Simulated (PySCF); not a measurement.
Broadened absorption spectrum of germanium monoselenide

Species: germanium monoselenide, GeSe.
Bonds: Ge1–Se2 (triple).

Level of theory: TDDFT CAM-B3LYP/def2-SVPD, vertical, gas phase, core orbitals frozen in the response in PySCF. Geometry: PBE0-D3(BJ)/def2-SVP; no solvent, vibrations or thermal averaging. Relativistic effects, spin–orbit coupling among them, are left out although an element past zinc is present.

Computed states:

```
state  E (eV)       f
   S1    3.34  0.0000
   S2    3.68  0.0000
   S3    3.68  0.0000
   S4    3.92   0.011
   S5    3.92   0.011
   S6    5.40   0.144
   S7    6.83   0.054
   S8    6.83   0.054
   S9    7.16   0.126
  S10    7.16   0.126
```

Broadening: Gaussians 0.25 eV wide at half height, area fixed by f = 4.319×10⁻⁹ ∫ε dν̃. The width is an assumption, not a result. The curve ends short of the highest state used, and states not computed would add to its high-energy end.

Task: What does the envelope look like, and where are its maxima?

Result: 
λ (nm), ε (L mol⁻¹ cm⁻¹) and a bar:
```
    189.0        447 #
    193.2          6 
    197.4          0 
    201.5          0 
    205.7          0 
    209.8          0 
    214.0         18 
    218.1        461 #
    222.3       4043 ########
    226.5      12433 #########################
    230.6      15041 ##############################
    234.8       7952 ################
    238.9       2058 ####
    243.1        264 #
    247.2         20 
    251.4          1 
    255.5          0 
    259.7          0 
    263.9          0 
    268.0          0 
    272.2          0 
    276.3          0 
    280.5          0 
    284.6          0 
    288.8          4 
    293.0         27 
    297.1        120 
    301.3        391 #
    305.4        906 ##
    309.6       1600 ###
    313.7       2140 ####
    317.9       2245 ####
    322.1       1864 ####
    326.2       1262 ###
    330.4        695 #
    334.5        325 #
    338.7        126 
    342.8         43 
    347.0         12 
    351.1          3 
    355.3          1 
    359.5          0 
    363.6          0 
    367.8          0 
    371.9          0 
    376.1          0 
    380.2          0 
    384.4          0 
    388.6          0 
    392.7          0 
    396.9          0 
    401.0          0 
    405.2          0 
    409.3          0 
    413.5          0 
    417.7          0
```

Maxima: 317 nm (3.92 eV), ε about 2300, made up of S4 (50%) and S5 (50%); 229 nm (5.40 eV), ε about 16000, made up of S6 (100%) (ε in L mol⁻¹ cm⁻¹; maxima over ε = 5, shares over 10%). At its high-energy end, 6.56 eV, the curve is still rising (ε about 450, from S7 and S8).

Task: What would ε be at 5.40 eV, the highest of these maxima, with half the width (0.125 eV)?

Result: About 31000 L mol⁻¹ cm⁻¹ against 15500, a factor of about 2.00; a lone state at its own centre would give exactly 2.

Task: Does any computed singlet lie in the visible range?

Result: No computed singlet lies in the visible range (380 to 750 nm); the lowest, at 371 nm, stands 0.08 eV above its violet end (3.26 eV); a Tamm–Dancoff triplet lies at 450 nm, without intensity as long as spin–orbit coupling is left out.

Task: On this curve, what absorbance would a 10⁻⁴ mol/L sample give at 308 nm over a 1 cm path?

Result: 308 nm is 4.025 eV, where ε is about 1300 L mol⁻¹ cm⁻¹, so A = ε c l ≈ 0.13 (Beer–Lambert, with the gas-phase spectrum and the assumed width).

The vertical ionisation energy (ΔSCF) is 9.78 eV, 2.62 eV above S10.
